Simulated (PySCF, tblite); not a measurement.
Compound: C4H9AlFN3.
Atom-mapped SMILES: `[N:1]#[C:2]/[CH:3]=[CH:4]/[CH2:5][NH:6][Al@H-:7]([NH3+:8])[F:9]` (hydrogens: H10 on C3; H11 on C4; H12, H13 on C5; H14 on N6; H15 on Al7; H16, H17, H18 on N8)

Jobs on this species (18 atoms, 76 electrons) with PySCF (density fitting) and tblite. Hardware of each: Arm Neoverse N1, one thread, shared host. The host was shared with other jobs, so the times are rough.

**Question.** Rank these jobs by wall time, shortest first.
A. GFN2-xTB; Hessian by finite differences
B. PBE0/pcSseg-1; shieldings, charges and field gradients; 205 basis functions
C. GFN2-xTB; L-BFGS relaxation

**Answer.** A (1.2 s), C (3.0 s), B (65 s).

All jobs:

| level and settings | work | basis functions | SCF cycles | wall time |
| --- | --- | --- | --- | --- |
| GFN2-xTB | Hessian by finite differences | – | – | 1.2 s |
| GFN2-xTB | L-BFGS relaxation | – | – | 3.0 s |
| PBE0/pcSseg-1 | shieldings, charges and field gradients | 205 | 15 | 65 s |

**Question.** What do all jobs in the table cost together?

**Answer.** About 69 s; the longest takes about 94 % of that, and about 54 times as long as the shortest.
